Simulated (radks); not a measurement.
Values are calculated unless marked as measured or tabulated.
Q: These are the eigenvalues of the occupied orbitals of an atom or ion with whole-number occupations (Ry). Code: a radial shooting solver on a logarithmic mesh with Libxc functionals. Model: Dirac Kohn-Sham, LDA (Slater exchange, Perdew-Wang correlation), spin-unpolarised, spherical densities, finite nucleus; Fermi nuclear charge, rms radius of each element as measured or else 0.836 A^(1/3) + 0.57 fm.

1s1/2: -4348.397
2s1/2: -734.0760
2p1/2: -700.0971
2p3/2: -628.1354
3s1/2: -165.5979
3p1/2: -150.5848
3p3/2: -135.3940
3d3/2: -109.6435
3d5/2: -106.3200
4s1/2: -33.27947
4p1/2: -27.24016
4p3/2: -23.79978
4d3/2: -13.83560
4d5/2: -13.21014
5s1/2: -4.80734
5p1/2: -3.14743
5p3/2: -2.70424
4f5/2: -1.17164
4f7/2: -1.08245
6s1/2: -0.80782

Which element is it, and in what charge state? The configuration may be excited. Open shells, if any, are shared by 2j + 1.

A: Z = 69, thulium, charge +1: Tm+ in [Kr] 4d10 4f13 5s2 5p5 6s2. The list shows which subshells hold electrons but not how many an open one holds; the 1s level, -2174.2 hartree, gives Z - s = 65.9 by -(Z - s)^2/2, which with screening and relativity narrows Z to a few neighbours, and the depths of the outer levels then fix element, charge and occupations together.
